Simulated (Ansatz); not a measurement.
System: sum formula H2BO2 (charge 0, doublet). It need not be the lowest isomer of its formula. SMILES: O[B]O
Geometry from a B3LYP-D3(BJ)/def2-TZVP (Ansatz, a program for electronic structure) optimisation:
```xyz
5

B     -0.4472    -0.2864    -0.0092
O     -0.6236     1.0437     0.1172
O      0.6904    -1.0009    -0.1159
H      0.1763     1.5939     0.1372
H      1.5249    -0.5046    -0.1021
```
Charge 0, spin multiplicity 2.

Parts of the frozen-core correlation energy in aug-cc-pVDZ (Ansatz, hartree). Frozen orbitals: 3; correlated occupied orbitals by spin: 9 and 8; virtual: 75 and 76. Open shells are spin-unrestricted. No spin-orbit coupling. Non-relativistic.

| term | value |
|---|---|
| reference (HF) | -175.63925 |
| MP2 opposite-spin | -0.33730 |
| MP2 same-spin | [?] |
| CCSD correlation | [?] |
| (T) | [?] |
| T1 diagnostic | 0.017 |
| largest doubles amplitude | 0.022 |
| <S^2> of the reference | 0.753 |

Q: What belongs in the gaps?

A: 
- MP2 same-spin, value: -0.12533
- CCSD correlation, value: -0.47538
- (T), value: -0.01401
